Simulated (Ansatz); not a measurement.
CH₅F₃Si₂ (`F[SiH2]C[SiH](F)F`), relaxed with RKS PBE0-D4/def2-TZVP in the Gaussian-basis code of Ansatz from a GFN2-xTB geometry. The force threshold is 0.005 eV/Å; the program also tests the step.

The species carries charge 0 and has multiplicity 1.

Start:

```xyz
11

F     1.012    2.021    0.654
Si    1.238    0.940   -0.521
C    -0.399   -0.003   -0.688
Si   -0.940   -0.877    0.889
F     0.148   -1.995    1.250
F    -2.239   -1.772    0.597
H     2.343    0.115   -0.063
H     1.527    1.729   -1.709
H    -1.179    0.691   -1.002
H    -0.306   -0.739   -1.487
H    -1.206   -0.110    2.079
```

```json
{"step": "1", "energy (eV)": "-25019.2239", "largest force (eV/Å)": "1.238", "largest move (Å)": "0.000"}
{"step": "2", "energy (eV)": "-25019.3239", "largest force (eV/Å)": "0.558", "largest move (Å)": "0.058"}
{"step": "3", "energy (eV)": "-25019.3434", "largest force (eV/Å)": "0.238", "largest move (Å)": "0.033"}
{"step": "4", "energy (eV)": "-25019.3466", "largest force (eV/Å)": "0.066", "largest move (Å)": "0.022"}
{"step": "5", "energy (eV)": "-25019.3477", "largest force (eV/Å)": "0.034", "largest move (Å)": "0.018"}
{"step": "6", "energy (eV)": "-25019.3484", "largest force (eV/Å)": "0.045", "largest move (Å)": "0.043"}
{"step": "7", "energy (eV)": "-25019.3490", "largest force (eV/Å)": "0.062", "largest move (Å)": "0.062"}
{"step": "8", "energy (eV)": "-25019.3495", "largest force (eV/Å)": "0.051", "largest move (Å)": "0.025"}
{"step": "9", "energy (eV)": "-25019.3502", "largest force (eV/Å)": "0.046", "largest move (Å)": "0.064"}
{"step": "10", "energy (eV)": "-25019.3504", "largest force (eV/Å)": "0.056", "largest move (Å)": "0.050"}
{"step": "11", "energy (eV)": "-25019.3506", "largest force (eV/Å)": "0.039", "largest move (Å)": "0.005"}
{"step": "12", "energy (eV)": "-25019.3507", "largest force (eV/Å)": "0.003", "largest move (Å)": "0.008"}
{"step": "13", "energy (eV)": "-25019.3507", "largest force (eV/Å)": "0.002", "largest move (Å)": "0.010"}
{"step": "14", "energy (eV)": "-25019.3507", "largest force (eV/Å)": "0.001", "largest move (Å)": "0.007"}
```

End:

```xyz
11

F     1.160    1.839    0.815
Si    1.218    0.929   -0.503
C    -0.384   -0.008   -0.644
Si   -0.963   -0.880    0.874
F     0.217   -1.782    1.441
F    -2.153   -1.866    0.501
H     2.365    0.001   -0.369
H     1.412    1.835   -1.661
H    -1.175    0.679   -0.967
H    -0.264   -0.755   -1.439
H    -1.433    0.007    1.953
```

It took 56 s on 4 threads of an Arm Neoverse V2 on a shared host, with 0.66 GiB of host memory at the peak.
